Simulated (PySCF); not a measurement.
BCl2H5PbSi.
Numbering: `[SiH3:1][PbH2:2][B:3]([Cl:4])[Cl:5]` (hydrogens: H6, H7, H8 on Si1; H9, H10 on Pb2)

Computed by this run: PySCF 2.14.0, PBE0-D3(BJ)/def2-SVP geometry optimisation, gas phase, def2 core potentials past Kr; density fitting, grid level 1; the optimiser is geomeTRIC in internal coordinates, started from a GFN2-xTB structure with every atom displaced at random (about 0.01 Å).

Step 0: E = -38906.3267 eV
```
atom  x, y, z in Å  |  force x, y, z in eV/Å
Si1    -2.0084   -0.4757    0.3306    0.066   1.119  -0.391
Pb2     0.2000    0.6457   -0.4570    0.821  -0.007   0.274
B3      2.3410   -0.2261    0.1470   -0.803   0.032  -0.209
Cl4     3.0582   -1.5946   -0.6337   -0.080  -0.432  -0.489
Cl5     3.2938    0.4590    1.4046    0.185   0.589   0.625
H6     -3.0402   -0.2236   -0.7080   -0.099  -0.038  -0.111
H7     -2.4295    0.1685    1.5826   -0.132   0.114   0.412
H8     -1.7900   -1.8753    0.5133    0.111  -1.315   0.186
H9      0.2118    0.7471   -2.1950   -0.032  -0.100  -0.442
H10     0.2152    2.3539   -0.0055   -0.037   0.037   0.144
```

Step 1: E = -38906.4741 eV
```
atom  x, y, z in Å  |  force x, y, z in eV/Å
Si1    -1.9331   -0.4708    0.3321   -0.017   0.114  -0.054
Pb2     0.2354    0.7060   -0.5037    0.316   0.159  -0.061
B3      2.2571   -0.2289    0.1598   -0.035   0.036   0.086
Cl4     2.8921   -1.6421   -0.6469   -0.021   0.011  -0.009
Cl5     3.1862    0.4599    1.4752   -0.102  -0.027  -0.096
H6     -3.0021   -0.2628   -0.6859   -0.049  -0.027  -0.029
H7     -2.3606    0.1489    1.6156   -0.019   0.004   0.101
H8     -1.7009   -1.9257    0.5268    0.017  -0.127   0.013
H9      0.2398    0.7830   -2.2705   -0.039  -0.096  -0.025
H10     0.2380    2.4111   -0.0236   -0.051  -0.047   0.074
```

Step 2: E = -38906.4838 eV
```
atom  x, y, z in Å  |  force x, y, z in eV/Å
Si1    -1.9223   -0.4659    0.3306    0.004   0.057  -0.016
Pb2     0.2525    0.7180   -0.5131    0.033   0.149  -0.112
B3      2.2409   -0.2240    0.1582    0.073  -0.056   0.074
Cl4     2.8661   -1.6430   -0.6452    0.003  -0.004  -0.003
Cl5     3.1582    0.4590    1.4792   -0.029  -0.008  -0.024
H6     -3.0030   -0.2668   -0.6814   -0.007  -0.020   0.010
H7     -2.3467    0.1437    1.6261    0.006  -0.023   0.012
H8     -1.6823   -1.9266    0.5210    0.001  -0.020  -0.001
H9      0.2465    0.7699   -2.2830   -0.039  -0.060   0.019
H10     0.2421    2.4144   -0.0136   -0.044  -0.015   0.042
```

**Question.** Estimate the geometry and energy of step 3. (The exact step hangs on the optimiser's Hessian estimate; all steps are aligned on step 2, rigid shifts and turns removed.)

**Answer.** E = -38906.4902 eV, largest force 0.065 eV/Å
```
atom  x, y, z in Å  |  force x, y, z in eV/Å
Si1    -1.9082   -0.4552    0.3253    0.019  -0.031   0.032
Pb2     0.2618    0.7407   -0.5319   -0.010   0.038  -0.052
B3      2.2360   -0.2276    0.1610   -0.013  -0.041  -0.010
Cl4     2.8532   -1.6563   -0.6316   -0.005   0.006   0.000
Cl5     3.1363    0.4460    1.4934    0.021   0.017   0.039
H6     -3.0075   -0.2695   -0.6712    0.014  -0.001   0.024
H7     -2.3234    0.1355    1.6358    0.013  -0.027  -0.037
H8     -1.6541   -1.9195    0.5060   -0.012   0.050  -0.011
H9      0.2316    0.7573   -2.3005   -0.015  -0.013   0.016
H10     0.2264    2.4272   -0.0075   -0.012   0.003  -0.001
```

The energy changes by -0.0064 eV. The first-order estimate −F·Δx gives -0.0093 eV and the mean of the old and new forces, exact on a quadratic surface, -0.0059 eV. The step makes an angle of 62° with the force vector and moves no atom by more than 0.033 Å.

What follows is the cost of the whole optimisation. On one thread of an Arm Neoverse V1, no GPU, shared host, this took 1.9 min of wall time and 0.50 GiB of memory at its peak.
